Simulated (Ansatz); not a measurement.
Basis-set series for CH₆AlBS (`[CH3][AlH][BH]S`). Total charge 0; spin multiplicity 1. The structure was optimised at the PBE0-D4/def2-TZVP level. It is one conformer, not always the lowest.

```json
{"functional": "PBE0-D4", "basis": "def2-TZVPP", "functions": "230", "energy (Eh)": "-706.89276", "HOMO (eV)": "-7.14", "LUMO (eV)": "-1.58"}
{"functional": "PBE0-D4", "basis": "def2-QZVPP", "functions": "434", "energy (Eh)": "-706.91632", "HOMO (eV)": "-7.15", "LUMO (eV)": "-1.62"}
{"functional": "ωB97M-V", "basis": "def2-TZVPP", "functions": "230", "energy (Eh)": "-707.14300", "HOMO (eV)": "-9.24", "LUMO (eV)": "0.23"}
{"functional": "ωB97M-V", "basis": "def2-QZVPP", "functions": "434", "energy (Eh)": "-707.16562", "HOMO (eV)": "-9.25", "LUMO (eV)": "0.05"}
```

(1) Give the rows for def2-SVP. (Best estimate.)

## Answers

(1) Ansatz gave: 
```tsv
functional	basis	functions	energy (Eh)	HOMO (eV)	LUMO (eV)
PBE0-D4	def2-SVP	94	-706.59849	-7.10	-1.44
ωB97M-V	def2-SVP	94	-706.84422	-9.16	0.38
```

Positive LUMOs are unbound and depend on the basis.
